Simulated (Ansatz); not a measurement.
Two isomers of C2H6OZn: A = `[CH3][Zn][CH2]O`, B = `CO[CH2][ZnH]`.

Calculated with Ansatz (gas phase, PBE0-D4/def2-TZVP geometries, no zero-point term in ΔE). CCSD(T)/CBS is the MP2 limit (def2-TZVPP, def2-QZVPP) plus CCSD(T) − MP2 in def2-TZVPP, frozen cores. DFT in def2-TZVPP. B3LYP here is the variant with VWN-RPA as its local correlation; programs differ in this. For Zn outer-core shells are correlated without core-valence functions, which leaves a few kJ/mol of doubt a bond. Scalar relativity is left out up to krypton. Each species was taken in one conformer, which may not be the lowest.

A:

```xyz
10

C     1.973   -0.162   -0.992
Zn    0.220    0.170   -0.218
C    -1.570    0.441    0.570
O    -2.133   -0.755    1.128
H     2.316   -1.176   -0.772
H     2.715    0.537   -0.598
H     1.947   -0.047   -2.079
H    -2.255    0.735   -0.231
H    -1.602    1.262    1.299
H    -1.611   -1.005    1.892
```

B:

```xyz
10

C    -0.452   -1.111   -1.110
O     0.104   -0.701    0.108
C     0.076    0.706    0.268
Zn    0.886    1.110    2.011
H    -0.393   -2.200   -1.157
H    -1.505   -0.805   -1.193
H     0.096   -0.687   -1.964
H    -0.960    1.078    0.208
H     0.624    1.196   -0.554
H     1.524    1.414    3.383
```

Problem. Which isomer does CCSD(T)/CBS put lower? Give the gap. (Estimate.)

Solution. The calculation gave: A, by 14.6 kcal/mol.

Problem. Give E(B) − E(A) in kcal/mol with B3LYP-D4, CCSD/def2-TZVPP, PBE-D4, PBE0-D4, B2PLYP, r2SCAN-D4, HF/def2-TZVPP. (Estimate.)

Solution. The calculation gave: B3LYP-D4 12.3, CCSD/def2-TZVPP 12.7, PBE-D4 14.1, PBE0-D4 13.3, B2PLYP 13.5, r2SCAN-D4 13.8, HF/def2-TZVPP 8.3. None reverses the order clearly.

Largest T1 diagnostic: 0.013.

From PBE to PBE0 (25 % exact exchange), in def2-TZVPP and without D4, E(B) − E(A) moves by −0.9 kcal/mol. In def2-TZVPP, CCSD(T) changes the Hartree–Fock value by +4.8 kcal/mol (the triples alone add +0.5 kcal/mol) and MP2 by +6.7 kcal/mol.
